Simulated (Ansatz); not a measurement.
The same ligand exchange along the group B, Al, Ga, In.

Calculated with Ansatz (gas phase, PBE0-D4/def2-TZVP geometries, no zero-point term in ΔE). CBS: MP2 limit from def2 TZ/QZ plus the TZ coupled-cluster correction, frozen cores. Functionals use def2-TZVPP. def2 core potentials past Kr. For Ga, I, In outer-core shells are correlated without core-valence functions, which leaves a few kJ/mol of doubt a bond. Scalar relativity is left out up to krypton.

```csv
reaction,CCSD(T)/def2-SVP (eV),B2PLYP (eV),CCSD(T)/CBS(def2) (eV)
`BI` + CH₃NH₂ → `BNC` + HI,-1.07,-0.91,-0.85
`[AlH2][I]` + CH₃NH₂ → `C[NH][AlH2]` + HI,0.52,0.58,0.64
`[GaH2][I]` + CH₃NH₂ → `C[NH][GaH2]` + HI,0.77,0.88,0.87
`[InH2][I]` + CH₃NH₂ → `C[NH][InH2]` + HI,1.38,1.42,1.42
```

Largest T1 diagnostic: 0.016, for `C[NH][InH2]`.
